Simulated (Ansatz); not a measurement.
Program: Ansatz. Geometries: PBE0-D4/def2-TZVP. ΔE: electronic, gas phase. CCSD(T)/CBS adds triple-zeta CCSD(T) − MP2 to the extrapolated MP2 energy (def2 sets, frozen cores). Functionals use def2-TZVPP. B3LYP here is the variant with VWN-RPA as its local correlation; programs differ in this. For Ge outer-core shells are correlated without core-valence functions, which leaves a few kJ/mol of doubt a bond. Scalar relativity is left out up to krypton. One conformer a species, not always the lowest.

Consider the redistribution: `OC[B](Cl)[GeH3]` + `C=[CH][Al]([Cl])[Cl]` → `C=CB(Cl)CO` + `[Cl][Al]([Cl])[GeH3]`.

`OC[B](Cl)[GeH3]`:

```xyz
11

O    -0.744   -1.267    1.285
C    -0.610    0.140    1.353
B     0.112    0.833    0.154
Cl    0.357    2.563    0.250
Ge    0.782   -0.216   -1.501
H    -1.160   -1.499    0.451
H    -1.581    0.637    1.525
H    -0.031    0.355    2.262
H    -0.239   -1.302   -1.904
H     2.097   -0.937   -1.161
H     1.017    0.695   -2.715
```

`C=[CH][Al]([Cl])[Cl]`:

Cartesian coordinates in Å:
```
C 0.172 1.201 0.799
C -0.482 0.534 -0.154
Al 0.033 -1.250 -0.639
Cl -0.960 -2.331 -2.121
Cl 1.638 -2.165 0.335
H -0.099 2.213 1.093
H 1.013 0.765 1.333
H -1.314 1.035 -0.646
```

`C=CB(Cl)CO`:

Z-matrix (Å, degrees):
```
C
O 1 1.419
B 1 1.568 2 116.4
H 1 1.102 2 111.6 3 127.4
H 1 1.098 2 106.2 3 -119.6
H 2 0.960 1 108.5 3 -60.4
C 3 1.541 1 123.6 2 -3.2
Cl 3 1.766 1 116.0 2 176.9
C 7 1.335 3 124.0 1 173.6
H 7 1.089 3 117.8 1 -6.2
H 9 1.086 7 121.1 3 0.4
H 9 1.086 7 122.3 3 -179.6
```

`[Cl][Al]([Cl])[GeH3]`:

Cartesian coordinates in Å:
```
Cl 0.632 -2.872 -0.515
Al 0.711 -1.020 0.451
Cl 1.949 -0.877 2.128
Ge -0.602 0.884 -0.372
H -0.211 1.208 -1.824
H -2.101 0.538 -0.355
H -0.378 2.138 0.487
```

| level | ΔE (kJ/mol) | difference from CCSD(T)/CBS |
| --- | --- | --- |
| PBE-D4 | -55.8 | -5.8 |
| r2SCAN-D4 | -53.5 | -3.5 |
| PBE0-D4 | -56.7 | -6.7 |
| B3LYP-D4 | -54.1 | -4.1 |
| ωB97X-V | -51.1 | -1.1 |
| ωB97M-V | -50.8 | -0.8 |
| B2PLYP | -53.5 | -3.5 |
| PBE | -56.9 | -6.9 |
| r2SCAN | -53.7 | -3.7 |
| PBE0 | -57.7 | -7.7 |
| B3LYP | -56.0 | -6.0 |
| HF/def2-TZVPP | -56.2 | -6.2 |
| MP2/def2-TZVPP | -49.7 | 0.3 |
| SCS-MP2/def2-TZVPP | -49.4 | 0.6 |
| CCSD/def2-TZVPP | -50.3 | -0.3 |
| CCSD(T)/def2-TZVPP | -49.8 | 0.2 |
| HF/def2-QZVPP | -56.6 | -6.6 |
| MP2/def2-QZVPP | -50.0 | 0.0 |
| SCS-MP2/def2-QZVPP | -49.6 | 0.4 |
| HF/CBS(def2) | -56.7 | -6.7 |
| MP2/CBS(def2) | -49.9 | 0.1 |
| CCSD/CBS(def2) | -50.5 | -0.5 |
| CCSD(T)/CBS | -50.0 | 0 |

Largest T1 diagnostic among the species: 0.012.

In def2-TZVPP, CCSD(T) changes the Hartree–Fock value by +6.3 kJ/mol (the triples alone add +0.5 kJ/mol) and MP2 by +6.4 kJ/mol.
